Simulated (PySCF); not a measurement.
PySCF input file for H₃O₂SbTe, SMILES [OH][Sb]([OH])[TeH], PBE0-D3(BJ)/def2-SVP. Geometry optimised at PBE0-D3(BJ)/def2-SVP. The def2 effective core potentials stand for the cores of Sb, Te; spin–orbit coupling is left out. The values are those of a single conformer.

```python
import numpy as np
from pyscf import gto, scf, dft, df
from pyscf.hessian import thermo

mol = gto.M(
    atom='''
    Sb   -0.78765342    0.32159088    0.87676256
    O    -2.22218703   -0.51852913   -0.20466957
    H    -2.17165497   -0.28329803   -1.14050090
    O    -0.80513396    2.16292359    0.14204688
    H    -0.44161277    2.19099132   -0.75376116
    Te    1.24393869   -0.61423621   -0.81093739
    H     2.31734819    0.47629864   -0.15090245
    ''',
    basis='def2-SVP',
    ecp={'Sb': 'def2-svp', 'Te': 'def2-svp'},
    charge=0,
    spin=0,
    max_memory=1600,
    verbose=3,
)
mf = dft.RKS(mol, xc='pbe0').density_fit(auxbasis='def2-universal-jkfit')
mf.disp = 'd3bj'
mf.grids.level = 3
mf.conv_tol = 1e-11
mf.max_cycle = 100
mf.kernel()

# [left out here: the lines that compute and print the analytic Hessian (its translational invariance restored by hand, since the grid's response is missing), thermochemistry and intensities]
```

It prints:

```
converged SCF energy = -660.300111233719

WARN: DFTD3 does not support analytical Hessian, using finite difference


WARN: Mole.unit (angstrom) is changed to Bohr

Mode                                 0                   1                   2
Irrep
Freq [cm^-1]                       70.1280            106.4426            137.8863
Reduced mass [au]                   1.2015              5.8162              6.2163
Force const [Dyne/A]                0.0035              0.0388              0.0696
Char temp [K]                     100.8986            153.1472            198.3877
Normal mode                   x     y     z       x     y     z       x     y     z
       0  Sb                -0.01  0.00 -0.00    0.02  0.02  0.00   -0.01  0.01 -0.01
       1   O                 0.02 -0.03 -0.02    0.13 -0.06 -0.10   -0.07  0.05  0.05
       2   H                 0.27 -0.37 -0.09    0.18 -0.04 -0.09   -0.08 -0.02  0.03
       3   O                 0.08  0.02  0.04   -0.09  0.04  0.07   -0.12  0.05  0.11
       4   H                -0.17  0.01 -0.05   -0.11  0.10  0.06   -0.27  0.15  0.05
       5  Te                -0.00 -0.00  0.00   -0.02 -0.01  0.00    0.03 -0.02 -0.01
       6   H                -0.22  0.51 -0.51    0.13 -0.19  0.05   -0.03  0.08 -0.08
Mode                                 3                   4                   5
Irrep
Freq [cm^-1]                      194.5100            201.4730            272.8337
Reduced mass [au]                  17.5815              2.7116              1.2597
Force const [Dyne/A]                0.3919              0.0649              0.0552
Char temp [K]                     279.8566            289.8748            392.5470
Normal mode                   x     y     z       x     y     z       x     y     z
       0  Sb                -0.04  0.02  0.05   -0.02  0.01 -0.01    0.01 -0.01  0.01
       1   O                 0.04  0.00 -0.04   -0.01 -0.11  0.07   -0.03  0.09 -0.01
       2   H                 0.08  0.07 -0.03    0.00 -0.34  0.01    0.41 -0.50 -0.13
       3   O                -0.00 -0.02 -0.04    0.10  0.05  0.07   -0.01 -0.03 -0.04
       4   H                 0.11 -0.08  0.00    0.09  0.08  0.07   -0.39 -0.11 -0.19
       5  Te                 0.03 -0.02 -0.03    0.01 -0.00 -0.01   -0.00  0.00 -0.00
       6   H                 0.08 -0.04 -0.07    0.11 -0.30  0.31    0.05 -0.23  0.29
Mode                                 6                   7                   8
Irrep
Freq [cm^-1]                      369.7386            506.4634            615.4563
Reduced mass [au]                   1.1401              1.0431             15.0610
Force const [Dyne/A]                0.0918              0.1576              3.3612
Char temp [K]                     531.9715            728.6880            885.5046
Normal mode                   x     y     z       x     y     z       x     y     z
       0  Sb                -0.01  0.00  0.00   -0.00 -0.00 -0.00   -0.02 -0.03 -0.01
       1   O                 0.02 -0.04 -0.02   -0.02  0.01  0.01    0.15  0.08  0.10
       2   H                -0.28  0.36  0.07   -0.06 -0.06 -0.01    0.03  0.01  0.08
       3   O                 0.07  0.00  0.01    0.01 -0.01  0.00    0.00  0.11 -0.04
       4   H                -0.73 -0.13 -0.32   -0.06 -0.03 -0.03   -0.01  0.03 -0.05
       5  Te                 0.00  0.00 -0.00   -0.00  0.01  0.01   -0.00  0.00  0.00
       6   H                -0.01 -0.03  0.07    0.69 -0.32 -0.60    0.00 -0.01 -0.00
Mode                                 9                  10                  11
Irrep
Freq [cm^-1]                      619.7484            831.2137            876.0254
Reduced mass [au]                  15.0240              1.0733              1.1013
Force const [Dyne/A]                3.3999              0.4369              0.4979
Char temp [K]                     891.6800           1195.9314           1260.4055
Normal mode                   x     y     z       x     y     z       x     y     z
       0  Sb                 0.01 -0.02  0.02    0.00  0.00  0.00    0.00 -0.00  0.01
       1   O                -0.09 -0.05 -0.07    0.03  0.02 -0.03    0.02  0.02 -0.03
       2   H                 0.02  0.00 -0.05   -0.59 -0.38 -0.16   -0.52 -0.32 -0.14
       3   O                -0.00  0.19 -0.07   -0.02  0.03  0.02    0.01 -0.03 -0.04
       4   H                 0.01  0.04 -0.08    0.09 -0.63  0.04   -0.07  0.71 -0.04
       5  Te                 0.00 -0.00 -0.00   -0.00 -0.00 -0.00   -0.00  0.00 -0.00
       6   H                 0.01 -0.01 -0.01   -0.04  0.04  0.01   -0.02  0.02  0.01
Mode                                12                  13                  14
Irrep
Freq [cm^-1]                     2140.2048           3845.2380           3862.7912
Reduced mass [au]                   1.0158              1.0670              1.0670
Force const [Dyne/A]                2.7414              9.2949              9.3805
Char temp [K]                    3079.2782           5532.4414           5557.6964
Normal mode                   x     y     z       x     y     z       x     y     z
       0  Sb                 0.00  0.00  0.00    0.00 -0.00 -0.00   -0.00 -0.00  0.00
       1   O                 0.00 -0.00 -0.00   -0.00 -0.00  0.00   -0.00 -0.01  0.06
       2   H                -0.00  0.00 -0.00    0.00  0.01 -0.03    0.04  0.23 -0.94
       3   O                -0.00 -0.00  0.00    0.02  0.00 -0.06   -0.00 -0.00  0.00
       4   H                 0.00 -0.00  0.00   -0.36 -0.04  0.89    0.01  0.00 -0.03
       5  Te                 0.01  0.01  0.00    0.00 -0.00 -0.00   -0.00 -0.00 -0.00
       6   H                -0.64 -0.65 -0.39   -0.00  0.00  0.00   -0.00 -0.00  0.00
temperature 298.1500 [K]
pressure 101325.00 [Pa]
Rotational constants [GHz] 3.99854 0.82103 0.77485
Symmetry number 1
Zero-point energy (ZPE) 0.03338 [Eh]   87627.376 [J/mol]
                           tot       elec      trans        rot        vib
Entropy [J/mol/K]       381.407      0.000    179.215    122.281     79.911
Cv [J/mol/K]             96.646      0.000     12.472     12.472     71.702
Cp [J/mol/K]            104.960      0.000     20.786     12.472     71.702
Internal energy [J/mol]                      3718.434   3718.434 100106.743
Internal energy [Eh]   -660.25915  -660.30011
Enthalpy [J/mol]                             6197.391   3718.434 100106.743
Enthalpy [Eh]          -660.25821
Gibbs free energy [J/mol]                  -47235.514 -32739.584  76281.281
Gibbs free energy [Eh] -660.30152
mode   freq/cm-1   IR/(km/mol)
   1       70.13        11.136
   2      106.44         3.073
   3      137.89         6.849
   4      194.51        20.058
   5      201.47         7.467
   6      272.83        57.295
   7      369.74       184.585
   8      506.46         1.442
   9      615.46       100.468
  10      619.75        83.587
  11      831.21        85.829
  12      876.03        70.328
  13     2140.20        37.939
  14     3845.24        47.793
  15     3862.79        63.733
max |gradient| / (hartree/bohr): 6.645001059800728e-05
APT charges: [ 1.3008 -0.7336  0.2585 -0.7472  0.2574 -0.2657 -0.0702]
```

Self-consistency was reached.

Cost: about 2.3 core-minutes (a rough figure).
